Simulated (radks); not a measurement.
Q: The table gives one normalised radial function P(r) = r R(r) (large component) of Ne3+ in [He] 2s2 2p3 (r in bohr). All-electron calculation, Dirac Kohn-Sham, BLYP, spin-unpolarised, spherical densities, finite nucleus; open shells fill j = l - 1/2 first; Fermi nuclear charge, rms radius 3.0055 fm. Program: a radial shooting solver on a logarithmic mesh with Libxc functionals.

r	P
0.005566	0.0012
0.006127	0.0014
0.006798	0.0017
0.007483	0.0020
0.008303	0.0025
0.00914	0.0030
0.01014	0.0037
0.01116	0.0044
0.01239	0.0054
0.01363	0.0064
0.01513	0.0078
0.01665	0.0094
0.01848	0.0114
0.0205	0.0139
0.02257	0.0166
0.02504	0.0202
0.02757	0.0241
0.03059	0.0292
0.03367	0.0348
0.03736	0.0421
0.04113	0.0500
0.04563	0.0602
0.05023	0.0712
0.05574	0.0853
0.06135	0.1006
0.06808	0.1199
0.07554	0.1424
0.08315	0.1664
0.09226	0.1963
0.1016	0.2277
0.1127	0.2664
0.124	0.3065
0.1376	0.3549
0.1515	0.4043
0.1681	0.4627
0.1851	0.5209
0.2053	0.5879
0.2278	0.6583
0.2508	0.7250
0.2783	0.7975
0.3063	0.8631
0.3399	0.9304
0.3741	0.9868
0.4151	1.0389
0.457	1.0761
0.5071	1.1016
0.5582	1.1093
0.6193	1.0989
0.6817	1.0709
0.7564	1.0211
0.8394	0.9522
0.9239	0.8740
1.025	0.7770
1.128	0.6798
1.252	0.5712
1.378	0.4723
1.529	0.3713
1.684	0.2871
1.868	0.2086
2.056	0.1489
2.282	0.0981
2.511	0.0632
2.787	0.0367

Which n and l does it have? It may be an empty orbital.

A: n = 2, l = 1: the number of nodes gives n - l - 1 = 0, the rise at small r points to l (for j = l - 1/2 the large component starts outside the nucleus as r^gamma with gamma = sqrt(l^2 - (Z/c)^2) = 1.00 and the r^(l+1) term takes over further out; the orbital of l - 1 with the same j starts with the same power, but with a larger coefficient, and does not steepen), and the extent must fit the shell. The curve is that of 2p1/2; the two j differ most near the nucleus, where j = l - 1/2 has the larger amplitude, and in heavy atoms j = l - 1/2 is also the more compact. 2p1/2: eigenvalue -80.699 eV, 0 radial nodes, <r> = 0.753 bohr, 90 % of the charge inside 1.25 bohr.
